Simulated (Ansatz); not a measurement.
Geometry optimisation, RKS PBE-D4/def2-SVP (Ansatz 0.2.0).

Input:

```yaml
crystal:
  periodic: [false, false, false]
  atoms:
    - { symbol: Ge, position_ang: [0.0, 0.0, 0.0] }
    - { symbol: H, position_ang: [0.0, 0.0, 1.9] }
    - { symbol: H, position_ang: [1.4616, 0.0, -0.5162] }
    - { symbol: H, position_ang: [-0.73, 1.2648, -0.5162] }
    - { symbol: Cl, position_ang: [-1.0456, -1.8115, -0.7393] }
    - { symbol: O, position_ang: [0.7702, -1.8071, 0.6527] }
    - { symbol: H, position_ang: [0.1354, -2.5529, 0.4061] }
    - { symbol: H, position_ang: [0.3897, -0.9142, 1.8011] }
basis:
  gaussian: { orbitals: def2-SVP }
hamiltonian:
  xc: pbe
  dispersion: d4
relax:
  f_tol: 0.15
  max_steps: 25
  restrain:
    - { distance: [0, 5], at: 1.77, k: 30.0 }
    - { distance: [7, 1], at: 0.66, k: 30.0 }
    - { distance: [0, 1], at: 2.75, k: 30.0 }
    - { distance: [7, 5], at: 2.21, k: 30.0 }
```

Launched with:

```bash
$ ansatz run input.yaml --threads 2 --pin off --max-ram 3072MiB --backend cpu --events-out ev --progress --plain --runs-dir out
```

Question: Where does it end, and by what steps?

Answer: The forces met the threshold. The restraints hold the end off the free minimum; the threshold counts their pulls, which the force column leaves out. Restrained pairs: Ge1–O6 (2.07 → 1.78 Å), H2–H8 (1.00 → 0.72 Å), Ge1–H2 (1.90 → 2.76 Å), O6–H8 (1.50 → 2.22 Å). After 19 steps the energy has fallen by 3.945 eV (the restraints' own energy left out); Cl5 moved furthest, 1.55 Å.

```csv
step,energy less start (eV),largest force component (eV/Å),accepted
0,0.0000,4.311,yes
1,-0.3001,4.144,yes
2,-1.0581,3.683,yes
3,-2.1374,2.304,yes
4,-2.8441,1.852,yes
5,-3.2652,1.814,yes
6,-3.6107,1.459,yes
7,-3.7852,1.451,yes
8,-3.7834,1.594,yes
9,-3.8288,1.629,yes
10,-3.8303,1.666,yes
11,-3.8234,1.578,no
12,-3.8387,1.646,yes
13,-3.8495,1.555,yes
14,-3.8580,1.599,yes
15,-3.8947,1.558,yes
16,-3.9210,1.500,yes
17,-3.9208,1.726,yes
18,-3.9422,1.921,yes
19,-3.9454,1.935,yes
```

```xyz
8
Properties=species:S:1:pos:R:3
Ge -0.046 -0.571 -0.308
H 0.705 0.475 2.129
H 1.208 0.278 -0.575
H -1.266 0.188 0.274
Cl -0.727 -1.422 -2.205
O 0.500 -1.919 0.721
H -0.186 -2.608 0.814
H 0.794 -0.241 2.138
```

The run took 16 s on 2 threads of Intel(R) Xeon(R) 6975P-C (Granite Rapids), with other jobs on the host, peak memory 0.15 GiB.
